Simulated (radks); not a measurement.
Neutral gallium inside a hard spherical wall (all orbitals vanish at R), configuration held at [Ar] 3d10 4s2 4p1 and not refilled when levels cross. All-electron calculation, non-relativistic Kohn-Sham, LDA (Slater exchange, Perdew-Wang correlation), spin-polarised, spherical densities, point nucleus; open shells are filled with parallel spins first. Program: a radial shooting solver on a logarithmic mesh with Libxc functionals. Eigenvalues in eV for spin up, with the zero of energy where the potential of the charges vanishes at infinity; a dash marks a level that is unbound or too diffuse for the functional's potential to be trusted. A positive occupied level is held by the wall or, in an anion where self-interaction has pushed it up, behind a barrier. The pressure on the wall is -dE/dV.

R (bohr)  E (hartree)  kinetic (hartree)    e(3p)    e(3d)   e(4s)   e(4p)  e(5s, empty)  e(5p, empty)  pressure (GPa)
free      -1921.83904           1919.899  -97.485  -19.996  -9.147  -2.993        -0.387             -               0
20        -1921.83904           1919.899  -97.485  -19.996  -9.147  -2.993        -0.367         0.372        < 0.0001
12        -1921.83894           1919.900  -97.469  -19.980  -9.135  -2.980         0.013         1.452         0.00156
8         -1921.83475           1919.927  -97.185  -19.700  -8.928  -2.709         2.179         5.157           0.150
5         -1921.74196           1920.357  -94.892  -17.457  -7.048   0.092        14.946        21.456            10.5
4         -1921.51171           1921.239  -91.918  -14.575  -3.838   4.595        31.981        40.937            61.5
3.5       -1921.20237           1922.323  -89.133  -11.881  -0.163   9.458        49.052        59.716             168
2         -1914.10246           1944.658  -58.895   19.220  62.902  82.099        258.97        275.20            9530
1.5       -1896.46463           1996.929  -15.079   67.810  189.80  213.77        579.40        587.87           71100
